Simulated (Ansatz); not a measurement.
`[SiH3][O][Hf]([Cl])([O][SiH3])[O][SiH3]` from Hartree–Fock to CCSD(T)

```csv
atom,x (Å),y (Å),z (Å)
Si1,3.032,-0.843,-1.144
O2,1.450,-0.877,-0.717
Hf3,-0.407,-0.861,-0.198
Cl4,-1.402,-2.950,-0.679
O5,-1.315,0.540,-1.165
Si6,-2.054,1.766,-1.963
O7,-0.527,-0.492,1.691
Si8,-0.604,-0.133,3.288
H9,3.764,-1.922,-0.433
H10,3.158,-1.044,-2.610
H11,3.617,0.472,-0.776
H12,-2.406,2.843,-1.002
H13,-1.138,2.310,-2.997
H14,-3.290,1.262,-2.614
H15,-0.923,1.308,3.459
H16,-1.662,-0.953,3.932
H17,0.706,-0.425,3.928
```

Total charge 0; spin multiplicity 1. Correlated methods include outer-core shells of Hf, which these sets cover unevenly. Hf: def2 effective core potential. The geometry is a stationary point of PBE0-D4/def2-TZVP. It is one conformer, not always the lowest. Frozen core, restricted reference, the Gaussian-basis code of Ansatz.

| basis | HF (Eh) | MP2 corr. |
| --- | --- | --- |
| def2-SVP | -1603.43830 | -1.20097 |
| def2-TZVPP | -1604.22070 | -1.58315 |
| def2-QZVPP | -1604.27395 | -1.73509 |

(1) Estimate the CCSD correlation energy and the (T) correction in each basis where they were run (hartree).

Answers

(1) 
```csv
basis,CCSD corr.,(T)
def2-SVP,-1.27469,-0.03322
def2-TZVPP,-1.65011,-0.06295
```
